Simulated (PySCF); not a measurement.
Isomers of C4H5B, mass 64.048 u with the commonest isotopes. Theory: PBE0-D3(BJ)/def2-SVP geometry optimisation, gas phase (PySCF). One conformer each, none proved a minimum here; rigid rotors.

Question: Order these by radius of gyration √(Σ m r²/M), largest first.
A. `BC(=C)C#C`
B. `BC#CC=C`
C. `[CH:1]#[C:2][BH:3][CH:4]=[CH2:5]` with C2–B3–C4–C5 -1°

Answer: B (1.936 Å), C (1.757 Å), A (1.660 Å).

Question: Order these by rotational constant C, largest first.
A. `[CH:1]#[C:2][BH:3][CH:4]=[CH2:5]` with C2–B3–C4–C5 -1°
B. `BC#CC=C`
C. `BC(=C)C#C`

Answer: C (2864 MHz), A (2557 MHz), B (2105 MHz).

Question: Order these by dipole moment, smallest first.
A. `BC(=C)C#C`
B. `[CH:1]#[C:2][BH:3][CH:4]=[CH2:5]` with C2–B3–C4–C5 -1°
C. `BC#CC=C`

Answer: A (1.17 D), B (1.34 D), C (2.36 D).

```
   SMILES  point group  Ia (u·Å²)  Ib (u·Å²)  Ic (u·Å²)      κ  μa (D)  μb (D)  μc (D)
  C#CBC=C           Cs      39.50     158.13     197.63  -0.88    0.33    1.30    0.00
  BC#CC=C           Cs      13.99     226.08     240.07  -0.99    2.36    0.02    0.00
BC(=C)C#C           Cs      49.39     127.10     176.49  -0.70    0.18    1.16    0.00
```
